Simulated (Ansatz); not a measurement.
Total energies of `F[CH2][In]([SH])[Cl]`.

```xyz
8

F    -1.3249   -0.4925    1.4572
C    -1.3489   -0.0549    0.1471
In    0.6712    0.2038   -0.5999
S     2.7277   -0.1600    0.5124
Cl    0.9201    0.9415   -2.8007
H    -1.8851    0.8959    0.0997
H    -1.8772   -0.7908   -0.4638
H     2.1172   -0.5430    1.6481
```

Charge 0, multiplicity 1. Correlated methods include outer-core shells of In, which these sets cover unevenly. In: def2 effective core potential. All single points use the PBE0-D4/def2-TZVP geometry. It is one conformer, not always the lowest. Basis def2-TZVPP, the Gaussian-basis code of Ansatz.

RPA on PBE orbitals: Hartree–Fock energy of these orbitals -1185.38122 Eh, correlation -1.65525 Eh (frozen core).

```json
{"functional": "LDA (SPW92)", "energy without D4 (Eh)": "-1184.26085", "D4 term (kJ/mol)": "–"}
{"functional": "PBE", "energy without D4 (Eh)": "-1187.93637", "D4 term (kJ/mol)": "-18.4"}
{"functional": "revPBE", "energy without D4 (Eh)": "-1188.28831", "D4 term (kJ/mol)": "-44.1"}
{"functional": "BLYP", "energy without D4 (Eh)": "-1188.36400", "D4 term (kJ/mol)": "-38.2"}
{"functional": "r2SCAN", "energy without D4 (Eh)": "-1188.39075", "D4 term (kJ/mol)": "-4.5"}
{"functional": "B97M-V", "energy without D4 (Eh)": "-1188.18592", "D4 term (kJ/mol)": "–"}
{"functional": "PBE0", "energy without D4 (Eh)": "-1188.00811", "D4 term (kJ/mol)": "-16.0"}
{"functional": "B3LYP", "energy without D4 (Eh)": "-1188.54175", "D4 term (kJ/mol)": "-29.9"}
{"functional": "r2SCANh", "energy without D4 (Eh)": "-1188.36590", "D4 term (kJ/mol)": "-5.0"}
{"functional": "r2SCAN0", "energy without D4 (Eh)": "-1188.33032", "D4 term (kJ/mol)": "-5.6"}
{"functional": "HSE06 (plane-wave form)", "energy without D4 (Eh)": "-1187.98566", "D4 term (kJ/mol)": "-15.3"}
{"functional": "BHLYP", "energy without D4 (Eh)": "-1188.29617", "D4 term (kJ/mol)": "-27.9"}
{"functional": "CAM-B3LYP", "energy without D4 (Eh)": "-1188.39747", "D4 term (kJ/mol)": "-16.8"}
{"functional": "LC-ωPBE", "energy without D4 (Eh)": "-1188.14974", "D4 term (kJ/mol)": "–"}
{"functional": "ωB97X-V", "energy without D4 (Eh)": "-1188.24576", "D4 term (kJ/mol)": "–"}
{"functional": "ωB97M-V", "energy without D4 (Eh)": "-1188.29968", "D4 term (kJ/mol)": "–"}
{"functional": "B2PLYP", "energy without D4 (Eh)": "-1187.88054", "D4 term (kJ/mol)": "–"}
{"functional": "PBE-QIDH", "energy without D4 (Eh)": "-1187.61652", "D4 term (kJ/mol)": "–"}
```

B3LYP takes the VWN-RPA correlation (the form of Gaussian; ORCA's B3LYP/G). HSE06 is the plane-wave form, built on full-range PBE exchange. The double hybrids freeze the cores in their second-order part.

LC-ωPBE has ω = 0.4 bohr⁻¹.
